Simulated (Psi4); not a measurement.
BrGe, doublet, geometry from GFN2-xTB; Psi4 with SVWN/STO-3G.

Input for Psi4:
```
memory 2 GB

molecule {
0 2
  Ge   -0.00000000   -0.00000000   -1.22365226
  Br    0.00000000    0.00000000    1.11876778
}

set basis sto-3g
set reference uks

energy('svwn')
print_variables()
```

The log (banner, timings and long lists left out):

```
   => Loading Basis Set <=

    Name: STO-3G
    Role: ORBITAL
    Keyword: BASIS

         ---------------------------------------------------------
                                   SCF
               by Justin Turney, Rob Parrish, Andy Simmonett
                          and Daniel G. A. Smith
                              UKS Reference
         ---------------------------------------------------------

  ==> Geometry <==

    Molecular point group: c2v
    Full point group: C_inf_v

    Geometry (in Angstrom), charge = 0, multiplicity = 2:

       Center              X                  Y                   Z               Mass
    ------------   -----------------  -----------------  -----------------  -----------------
         GE           0.000000000000     0.000000000000    -1.209503282453    73.921177761000
         BR           0.000000000000     0.000000000000     1.132916757547    78.918337600000

  Running in c2v symmetry.

  Rotational constants: A = ************  B =      0.08049  C =      0.08049 [cm^-1]
  Rotational constants: A = ************  B =   2413.10653  C =   2413.10653 [MHz]
  Nuclear repulsion =  253.019725680967156

  Charge       = 0
  Multiplicity = 2
  Electrons    = 67
  Nalpha       = 34
  Nbeta        = 33

  ==> Algorithm <==

  SCF Algorithm Type is DF.
  DIIS enabled.
  MOM disabled.
  Fractional occupation disabled.
  Guess Type is SAD.
  Energy threshold   = 1.00e-06
  Density threshold  = 1.00e-06
  Integral threshold = 1.00e-12

  ==> Primary Basis <==

  Basis Set: STO-3G
    Blend: STO-3G
    Number of shells: 16
    Number of basis functions: 36
    Number of Cartesian functions: 38
    Spherical Harmonics?: true
    Max angular momentum: 2

  ==> DFT Potential <==

   => LibXC <=

    Version 7.1.2
    S. Lehtola, C. Steigemann, M. J. T. Oliveira, and M. A. L. Marques,  SoftwareX 7, 1–5 (2018) (10.1016/j.softx.2017.11.002)

   => Composite Functional: SVWN <=

    Slater exchange
    Vosko, Wilk & Nusair (VWN5_RPA)
    P. A. M. Dirac,  Math. Proc. Cambridge Philos. Soc. 26, 376 (1930) (10.1017/S0305004100016108)
    F. Bloch,  Z. Phys. 57, 545 (1929) (10.1007/BF01340281)
    S. H. Vosko, L. Wilk, and M. Nusair,  Can. J. Phys. 58, 1200 (1980) (10.1139/p80-159)

    Deriv               =              1
    GGA                 =          FALSE
    Meta                =          FALSE

    Exchange Hybrid     =          FALSE
    MP2 Hybrid          =          FALSE

   => Exchange Functionals <=

    1.0000         XC_LDA_X

   => Correlation Functionals <=

    1.0000   XC_LDA_C_VWN_RPA

   => LibXC Density Thresholds  <==

    XC_LDA_C_VWN_RPA:  1.00E-15
    XC_LDA_X:  1.00E-15

   => Molecular Quadrature <=

    Radial Scheme          =       TREUTLER
    Pruning Scheme         =           NONE
    Nuclear Scheme         =       TREUTLER

    Blocking Scheme        =         OCTREE
    BS radius alpha        =              1
    Pruning alpha          =              1
    Radial Points          =             75
    Spherical Points       =            302
    Total Points           =          38604
    Total Blocks           =            353
    Max Points             =            254
    Max Functions          =             31
    Weights Tolerance      =       1.00E-15

   => Loading Basis Set <=

    Name: (STO-3G AUX)
    Role: JKFIT
    Keyword: DF_BASIS_SCF

  ==> Integral Setup <==

  SCF_SUBTYPE=INCORE selected. In-core MEM_DF algorithm will be used.
  Using in-core AOs.

  ==> MemDFJK: Density-Fitted J/K Matrices <==

    J tasked:                   Yes
    K tasked:                    No
    wK tasked:                   No
    Algorithm:                 Core
    Schwarz Cutoff:           1E-12
    Mask sparsity (%):      16.8210
    Fitting Condition:        1E-10

   => Auxiliary Basis Set <=

  Basis Set: (STO-3G AUX)
    Blend: DEF2-UNIVERSAL-JKFIT
    Number of shells: 120
    Number of basis functions: 532
    Number of Cartesian functions: 742
[...]
   @DF-UKS iter  87: -4593.26908143662422   -3.04811e-01   1.15703e-03 DIIS/ADIIS
   @DF-UKS iter  88: -4593.26579142727314    3.29001e-03   2.00038e-03 DIIS/ADIIS
    Occupation by irrep:
             A1    A2    B1    B2
Warning! Irrep has more beta than alpha electrons in symmetry 0 orbitals.
Warning! Irrep has more beta than alpha electrons in symmetry 0 orbitals.
    DOCC [    16,    2,    7,    7 ]
    SOCC [     1,    0,    1,    1 ]
    NA   [    16,    2,    8,    8 ]
    NB   [    17,    2,    7,    7 ]

   @DF-UKS iter  89: -4593.26456068909647    1.23074e-03   2.13870e-03 DIIS/ADIIS
   @DF-UKS iter  90: -4592.96422880104456    3.00332e-01   1.34942e-02 DIIS/ADIIS
   @DF-UKS iter  91: -4592.96457821415697   -3.49413e-04   1.34445e-02 DIIS/ADIIS
   @DF-UKS iter  92: -4592.96419357976538    3.84634e-04   1.34917e-02 DIIS/ADIIS
    Occupation by irrep:
             A1    A2    B1    B2
    DOCC [    17,    2,    7,    7 ]
    SOCC [     0,    0,    1,    0 ]
    NA   [    17,    2,    8,    7 ]
    NB   [    17,    2,    7,    7 ]

   @DF-UKS iter  93: -4592.96702960991297   -2.83603e-03   1.35801e-02 DIIS/ADIIS
   @DF-UKS iter  94: -4593.24960085061412   -2.82571e-01   5.52858e-03 DIIS/ADIIS
    Occupation by irrep:
             A1    A2    B1    B2
    DOCC [    17,    2,    7,    7 ]
    SOCC [     0,    0,    0,    1 ]
    NA   [    17,    2,    7,    8 ]
    NB   [    17,    2,    7,    7 ]

   @DF-UKS iter  95: -4593.27003253879866   -2.04317e-02   7.05281e-04 DIIS/ADIIS
    Occupation by irrep:
             A1    A2    B1    B2
Warning! Irrep has more beta than alpha electrons in symmetry 0 orbitals.
Warning! Irrep has more beta than alpha electrons in symmetry 0 orbitals.
    DOCC [    16,    2,    7,    7 ]
    SOCC [     1,    0,    1,    1 ]
    NA   [    16,    2,    8,    8 ]
    NB   [    17,    2,    7,    7 ]

   @DF-UKS iter  96: -4593.26835080558249    1.68173e-03   1.43315e-03 DIIS/ADIIS
   @DF-UKS iter  97: -4592.96512959873417    3.03221e-01   1.35174e-02 DIIS/ADIIS
    Occupation by irrep:
             A1    A2    B1    B2
    DOCC [    17,    2,    7,    7 ]
    SOCC [     0,    0,    0,    1 ]
    NA   [    17,    2,    7,    8 ]
    NB   [    17,    2,    7,    7 ]

   @DF-UKS iter  98: -4592.96298430324259    2.14530e-03   1.37404e-02 DIIS/ADIIS
   @DF-UKS iter  99: -4593.26791920967480   -3.04935e-01   1.50892e-03 DIIS/ADIIS
   @DF-UKS iter 100: -4593.26562314419516    2.29607e-03   2.03356e-03 DIIS/ADIIS

PsiException: Could not converge SCF iterations in 100 iterations.

  Failed to converge.

Traceback (most recent call last):
  File "psi4", line 375, in <module>
  File "<string>", line 23, in <module>
  File "site-packages/psi4/driver/driver.py", line 533, in energy
  File "site-packages/psi4/driver/procrouting/proc.py", line 2760, in run_scf
  File "site-packages/psi4/driver/procrouting/proc.py", line 2047, in scf_helper
  File "site-packages/psi4/driver/procrouting/scf_proc/scf_iterator.py", line 93, in scf_compute_energy
  File "site-packages/psi4/driver/procrouting/scf_proc/scf_iterator.py", line 86, in scf_compute_energy
  File "site-packages/psi4/driver/procrouting/scf_proc/scf_iterator.py", line 609, in scf_iterate

psi4.driver.p4util.exceptions.SCFConvergenceError: Could not converge SCF iterations in 100 iterations.

Printing out the relevant lines from the Psithon --> Python processed input file:
      Br    0.00000000    0.00000000    1.11876778
    """)
    core.IO.set_default_namespace("")
    core.set_global_option("BASIS", "sto-3g")
    core.set_global_option("REFERENCE", "uks")
--> energy('svwn')
    print_variables()

!-------------------------------------------------------!
!                                                       !
!  Could not converge SCF iterations in 100 iterations. !
!                                                       !
!-------------------------------------------------------!
```

The run did not converge; its last values are not results.
